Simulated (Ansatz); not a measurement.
Basis sets compared for pentafluorobenzenesulfonate (C₆SO₃F₅⁻). Total charge -1; singlet. Geometry PBE-D4/def2-SVP. Ansatz on 4 threads of Arm Neoverse V1 on a shared host; times are rough, and most runs start from earlier orbitals.

```xyz
15

O     0.928   -0.431   -3.020
S    -0.376    0.110   -2.537
O    -0.638    1.538   -2.866
O    -1.548   -0.805   -2.670
C    -0.107    0.087   -0.661
C    -0.159    1.217    0.166
F    -0.411    2.447   -0.304
C     0.052    1.121    1.555
F    -0.002    2.220    2.336
C     0.322   -0.123    2.139
F     0.525   -0.222    3.466
C     0.379   -1.268    1.329
F     0.639   -2.464    1.893
C     0.165   -1.150   -0.054
F     0.232   -2.277   -0.773
```

```tsv
level	functions	energy (Eh)	HOMO (eV)	LUMO (eV)	wall time
PBE-D4/def2-SVP (with forces)	214	-1349.7419	-0.92	1.90	4.8 s
PBE0-D4/def2-SVP	214	-1349.7437	-2.73	2.41	6.5 s
```

Q: Estimate the rows for PBE-D4/def2-SVPD, PBE0-D4/def2-SVPD.

A: 
| level | functions | energy (Eh) | HOMO (eV) | LUMO (eV) | wall time |
| --- | --- | --- | --- | --- | --- |
| PBE-D4/def2-SVPD | 331 | -1349.8528 | -1.81 | 1.25 | 11 s |
| PBE0-D4/def2-SVPD | 331 | -1349.8417 | -3.43 | 2.04 | 21 s |
